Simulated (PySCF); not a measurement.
Computed IR spectrum (relative IR intensity) of a molecule C6H6. Geometry: PBE-D3(BJ)/def2-SVP. Other conformers were not sampled. These are PBE-D3(BJ)/def2-SVP (PySCF) values and carry that method's errors. Frequencies are harmonic and unscaled.

Lines under 2 % of the strongest are left out, and lines within 2 cm⁻¹ are merged.

ν (cm⁻¹): 292 (w), 464 (m), 605 (m), 644 (m), 673 (w), 694 (vw), 780 (w), 891 (m), 968 (w), 1008 (w), 1256 (vw), 1405 (w), 1586 (vw), 2133 (vw), 3073 (w), 3103 (w), 3178 (w), 3407 (vs) (against the strongest line: vs over 80 %, s over 45 %, m over 15 %, w over 4 %, vw less)

### Question
Which structure fits?
(A) C#CCC#CC
(B) C#C/C=C\C=C
(C) C#CCCC#C
(D) C#C[C@H]1C=CC1

### Answer
B, C#C/C=C\C=C
